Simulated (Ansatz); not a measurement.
Input for Ansatz (a first-principles code): U-PBE/cc-pV(T+d)Z on H2Si2 (SMILES [Si]=[SiH2]), a point of a bond scan (R = 2.003 Å). Files ending in .json are basis or fitting sets from the Basis Set Exchange.

Ansatz 0.2 input:
```yaml
crystal:
  periodic: [false, false, false]
  atoms:
    - {symbol: Si, position_ang: [-0.95263844, 0.06887490, 0.17721402]}
    - {symbol: Si, position_ang: [1.20465812, -0.08709570, -0.22409583]}
    - {symbol: H, position_ang: [-2.08340557, 1.62410915, -0.38210954]}
    - {symbol: H, position_ang: [-1.73803188, -0.96580912, 0.89344517]}
basis:
  gaussian:
    orbitals: cc-pV_T+d_Z.json
hamiltonian:
  xc: {name: PBE}
magnetization: {spin_polarized: true, initial_magnetization: 0}
```

The head of its log:

```
Functional definition: PBE
[...]
integrals: 0.03 GiB planned
716 factors; their error is unknown
mean field: 0.30 GiB planned
mean field evaluation 1: about -15774.9605 eV, gradient 1.2e1 eV
mean field evaluation 2: about -15770.1042 eV, gradient 2.4e1 eV
```

Question: Predict the final total energy.

Answer: -579.7625 hartree. Its determinant has ⟨S²⟩ = 0.29, a mixture of spin states.
